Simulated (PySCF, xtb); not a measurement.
C3H7FSi, SMILES F[C@H]1C[C@@H]1[SiH3].

Geometry optimised at B3LYP-D3(BJ)/def2-SVP. The structure was generated by enumeration; whether it is a known compound was not checked.

These are IEF-PCM-ωB97X/def2-SVP (PySCF) values and carry that method's errors.

The values are the electrostatic part of the solvation free energy, E(continuum) − E(gas) at the gas-phase geometry, in a cavity of scaled van der Waals radii (PySCF's table); cavitation and dispersion terms are not included. In vacuum the orbital gap is 13.67 eV. The dipole moment in vacuum is 1.13 D.

```
solvent            ε  ΔG(elec) (kcal/mol)  dipole (D)  gap (eV)
-------------  -----  -------------------  ----------  --------
water          78.36                 -2.3        1.35     13.76
cyclohexanone  15.62                 -2.1        1.33     13.76
acetone        20.49                 -2.2        1.34     13.76
```

For comparison, GFN2-xTB/ALPB(water) (xtb, at the GFN2-xTB geometry, all terms of that model) gives -1.4 kcal/mol.
